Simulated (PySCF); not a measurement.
Some computed properties have been withheld. Give your best values.

Compound: N-formylpiperidine, C6H11NO.
SMILES: `O=CN1CCCCC1`

```tsv
property	level	value
point group	PBE0-D3(BJ)/def2-SVP	C1
rotational constants A, B, C	PBE0-D3(BJ)/def2-SVP	?
dipole moment	CAM-B3LYP/def2-SVPD	4.37 D
HOMO energy	CAM-B3LYP/def2-SVPD	-8.39 eV
LUMO energy	CAM-B3LYP/def2-SVPD	1.12 eV
lowest singlet excitation	TDDFT CAM-B3LYP/def2-SVPD	5.75 eV (216 nm, f = 0.001)
strongest line among the 10 lowest singlet transitions	TDDFT CAM-B3LYP/def2-SVPD	S2 at 6.71 eV (185 nm, f = 0.177)
lowest triplet excitation (Tamm–Dancoff)	TDA CAM-B3LYP/def2-SVPD	?
static isotropic polarisability	CAM-B3LYP/def2-SVPD	?
vertical ionisation energy	ΔSCF CAM-B3LYP/def2-SVPD	9.05 eV
electronic spatial extent ⟨r²⟩ about the centre of nuclear charge	CAM-B3LYP/def2-SVPD	1002 bohr²
13C chemical shifts (computed TMS as zero) by class	GIAO HF/pcSseg-1	169.3 (1 C), 39.2 (2 C), 25.8 (2 C), 24.0 (1 C) ppm
1H chemical shifts (computed TMS as zero) by class	GIAO HF/pcSseg-1	7.55 (1 H), 3.02 (4 H), 1.40 (2 H), 1.19 (4 H) ppm
isotropic shieldings of nuclei other than C and H, by class	GIAO HF/pcSseg-1	149 (1 N), -65 (1 O) ppm
largest of the computed one-bond spin–spin couplings (means over like bonds)	B3LYP/pcJ-1, spin–dipole term left out for some pairs	13C–1H +195.6, 13C–1H +142.1 (×4), 13C–1H +133.5 (×4), 13C–1H +132.7 (×2), 13C–13C +36.7 (×2), 13C–13C +34.8 (×2), 17O–13C +28.6, 15N–13C -15.4 Hz
```

Gas-phase values; electronic properties from PySCF, density fitting. The structure is a single PBE0-D3(BJ)/def2-SVP conformer in the gas phase; no vibrational or solvent corrections. NMR classes are plain means over equivalent atoms (diastereotopic ones count apart unless rotation or inversion swaps them), as if these changed places fast; in this geometry the members of some classes differ.

(1) What are the rotational constants A, B, C?

(2) The static isotropic polarisability?

(3) The lowest triplet excitation (Tamm–Dancoff)?

## Answers

(1) 3.862, 1.578, 1.256 GHz.

(2) 81.0 au.

(3) 5.02 eV.

The vertical singlet–triplet gap S1 − T1 is 0.73 eV (TDDFT singlet less Tamm–Dancoff triplet; S1: HOMO−1→LUMO+1, weight 0.40, beside HOMO−1→LUMO+4, weight 0.36; T1: HOMO→LUMO+1, weight 0.40, beside HOMO→LUMO+4, weight 0.32). The principal polarisabilities are 66.8, 81.1 and 95.0 au; their mean is the isotropic value. The ΔSCF ionisation energy exceeds −ε(HOMO) by 0.66 eV with CAM-B3LYP. The rotational constants make it an asymmetric top with κ = (2B − A − C)/(A − C) = -0.75, nearer the prolate limit (−1).
